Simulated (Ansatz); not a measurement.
Molecule: sum formula H$_{4}$SiNO (charge 0, doublet). It need not be the lowest isomer of its formula. SMILES: [SiH2](N)[O]
Geometry from a B3LYP-D3(BJ)/def2-TZVP (Ansatz, a quantum-chemistry and plane-wave program) optimisation:
```xyz
7

N      1.4594     0.0991    -0.1778
Si    -0.2381     0.1100    -0.3196
O     -1.1924    -0.3708     0.9490
H      1.9622     0.9023     0.1641
H      1.9871    -0.7506    -0.0554
H     -0.6255     1.4944    -0.6717
H     -0.6673    -0.9138    -1.3103
```
Charge 0, spin multiplicity 2.

Wanted: atomisation energy (electronic, to ground-state atoms); the coupled-cluster value holds the core correlation from cc-pwCVTZ, in eV. Correlated levels leave the core frozen unless marked. Open shells are spin-unrestricted. No spin-orbit coupling. No relativistic terms. CBS marks a two-point X^-3 extrapolation of the correlation energy; Hartree-Fock from the larger set.

Level to compare with: CCSD(T)/CBS(cc-pV(T+d)Z,cc-pV(Q+d)Z) plus the core term (Ansatz), 23.36 eV. It is a level with limits of its own, and the differences hold the functionals' basis error too.

Task: Rank these functionals by how close they come to CCSD(T)/CBS(cc-pV(T+d)Z,cc-pV(Q+d)Z), closest first: r2SCANh/def2-TZVPD (Ansatz); revPBE/def2-TZVPD (Ansatz); r2SCAN0/def2-TZVPD (Ansatz).

Result: r2SCANh/def2-TZVPD (hybrid meta-GGA, 23.09 eV, difference -0.27), r2SCAN0/def2-TZVPD (hybrid meta-GGA, 22.82 eV, difference -0.54), revPBE/def2-TZVPD (GGA, 22.69 eV, difference -0.67)
